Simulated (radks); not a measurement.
Valence configurations of Rh II (all share [Kr]). Calculated with a radial shooting solver on a logarithmic mesh with Libxc functionals: Dirac Kohn-Sham, PBE, spin-unpolarised, spherical densities, point nucleus; open shells fill j = l - 1/2 first. Energies are relative to 4d8; eigenvalues in eV.

4d8: E (eV) 0.000; e(4d3/2) -13.791; e(4d5/2) -13.390
4d7.5 5s0.5: E (eV) 1.516; e(4d3/2) -15.310; e(4d5/2) -14.893; e(5s1/2) -11.436
4d6 5s2: E (eV) 8.782; e(4d3/2) -20.250; e(4d5/2) -19.785; e(5s1/2) -13.477
4d6.5 5s1.5: E (eV) 5.881; e(4d3/2) -18.549; e(4d5/2) -18.100; e(5s1/2) -12.793
4d6 5p2: E (eV) 19.517; e(4d3/2) -22.541; e(4d5/2) -22.067; e(5p1/2) -9.424
4d7 5s1: E (eV) 3.467; e(4d3/2) -16.899; e(4d5/2) -16.467; e(5s1/2) -12.111
4d6.5 5p1.5: E (eV) 13.567; e(4d3/2) -20.325; e(4d5/2) -19.870; e(5p1/2) -8.706
4d7 5p1: E (eV) 8.346; e(4d3/2) -18.124; e(4d5/2) -17.687; e(5p1/2) -7.959
4d6 5s1 5p1: E (eV) 14.093; e(4d3/2) -21.425; e(4d5/2) -20.955; e(5p1/2) -8.846; e(5s1/2) -14.215
4d7.5 5p0.5: E (eV) 3.833; e(4d3/2) -15.943; e(4d5/2) -15.524; e(5p1/2) -7.190

NIST lists [Kr] 4d8 as the ground configuration; this level of theory agrees among the configurations tried. The energies are those of spherical spin-averaged densities, not of single terms.
